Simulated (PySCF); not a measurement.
A structure optimised at r2SCAN-D4/def2-SVP, used in a PySCF frequency run:

```
C
Cl 1 1.6556
Cl 1 1.6556 2 120.00
Cl 1 1.6556 2 120.00 3 180.00
```
Charge +1, spin multiplicity 1.

Q: Write its SMILES, formula and point group.

A: Cl[C+](Cl)Cl, CCl3, D3h

Q: What are its rotational constants (standard atomic weights)?

A: 3.4675, 3.4675, 1.7337 GHz
